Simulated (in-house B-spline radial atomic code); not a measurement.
Values are calculated unless marked as measured or tabulated.
**Softness against transferability: the 3p channel of Ge**

Ge, [Ar] 3d10 4s2 4p2, non-relativistic LDA (VWN5), spherical and spin-unpolarised, from an all-electron radial atomic-structure program (B-spline basis) (atomic units). The all-electron 3p level is ε = -4.194822 hartree, its outermost node lies just inside 0.24 bohr and its outer maximum at 0.55 bohr.

Troullier-Martins pseudo-orbitals are made for several radii. The cutoffs (hartree) are the plane-wave energies beyond which the orbital holds less than the named kinetic energy per electron. The phase error is the difference, pseudo minus all-electron, of arctan(R P'/P) at R = 1.07 bohr for all radii, half a hartree below and above the level.

| r_c (bohr) | V_l(0) (hartree) | cutoff for 10 mEh | for 1 mEh | for 0.1 mEh | phase error at ε − 0.5 (mrad) | at ε + 0.5 (mrad) |
| --- | --- | --- | --- | --- | --- | --- |
| 0.41 | -159.41 | 367 | > 450 | > 450 | -1.3 | -0.3 |
| 0.48 | -47.18 | 208 | 400 | > 450 | -0.7 | -0.1 |
| 0.55 | -17.59 | 72.5 | 125 | 242 | -0.5 | -0.1 |
| 0.62 | -14.34 | 82.9 | 120 | 221 | -0.5 | -0.1 |
| 0.69 | -16.29 | 68.2 | 110 | 194 | -0.6 | -0.1 |
| 0.77 | -18.55 | 44.6 | 92.5 | 118 | -0.9 | -0.2 |

Task: Which radius needs the lowest cutoff for 1 mEh while both phase errors stay within 0.8 mrad?

Result: The radii within that limit are 0.48, 0.55, 0.62, 0.69 bohr; of these r_c = 0.69 needs the least, 110 hartree, that is 220 Ry or 2993 eV.
